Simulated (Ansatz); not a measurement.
Relaxation of AlFH₃NTe (7 atoms, charge 0, multiplicity 1), to a largest force component of 0.02 eV/Å in at most 50 steps.

The calculation used Ansatz, RKS PBE/def2-SVP.

```xyz
7
Properties=species:S:1:pos:R:3:forces:R:3
N -0.565 1.191 0.798 -1.09 -1.32 -1.34
Al 0.572 -0.164 0.250 1.33 0.52 0.65
F 2.235 -0.187 0.851 -1.95 0.09 -0.61
Te -0.182 -2.018 -1.373 0.12 0.22 -0.36
H -0.730 1.144 1.803 0.01 0.35 0.55
H -1.540 1.040 0.353 1.64 0.32 0.72
H 0.271 -1.074 -2.727 -0.06 -0.19 0.38
```

Problem. Where does it end, and by what steps?

Solution. It converged. The force dipped under the threshold on the way, but the program's further checks kept it going. After 19 steps the energy has fallen by 0.547 eV; H7 moved furthest, 1.25 Å.

```tsv
step	energy less start (eV)	largest force component (eV/Å)	accepted
0	0.0000	1.951	yes
1	-0.1982	1.142	yes
2	-0.2848	1.864	yes
3	-0.3345	0.573	yes
4	-0.4191	0.429	yes
5	-0.4535	0.171	yes
6	-0.4765	0.199	yes
7	-0.4952	0.334	yes
8	-0.5225	0.222	yes
9	-0.5394	0.141	yes
10	-0.5412	0.084	yes
11	-0.5412	0.085	yes
12	-0.5462	0.015	yes
13	-0.5459	0.192	no
14	-0.5468	0.070	yes
15	-0.5471	0.089	yes
16	-0.5473	0.045	yes
17	-0.5473	0.025	yes
18	-0.5474	0.026	yes
19	-0.5475	0.003	yes
```

```xyz
7
Properties=species:S:1:pos:R:3
N -0.746 0.881 1.043
Al 0.355 -0.041 0.003
F 2.005 0.032 0.322
Te -0.475 -1.456 -1.936
H -0.438 1.455 1.832
H -1.763 0.922 0.952
H 1.124 -1.861 -2.261
```

The run took 21 s on 2 threads of Intel(R) Xeon(R) Platinum 8488C (Sapphire Rapids) (shared host), peak memory 0.16 GiB.
